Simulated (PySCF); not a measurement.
B(Cl)(OH)(OMe) (CH₄BClO₂), SMILES COB(O)Cl.

Geometry: PBE0-D3(BJ)/def2-SVP. The values are those of a single conformer.

The numbers are results of PBE/def2-TZVP (PySCF), not measurements.

Isolated molecule, no solvent.

**Question.** Estimate the frontier levels, gap, dipole moment and polarisability. (An estimate is asked for; the answer gives what the named calculation found.)

**Answer.** 
The highest occupied level comes out as -7.26 eV. The lowest empty level comes out as -0.10 eV. The orbital gap is 7.16 eV and the dipole moment comes out as 1.84 D. The quadrupole, principal values (traceless, Buckingham form, about the centre of nuclear charge) is -4.45, -1.70, 6.15 D·Å, the mean static polarisability comes out as 47.1 bohr³ (6.99 Å³) and the polarisability, principal values is 35.9, 45.0, 60.6 bohr³.
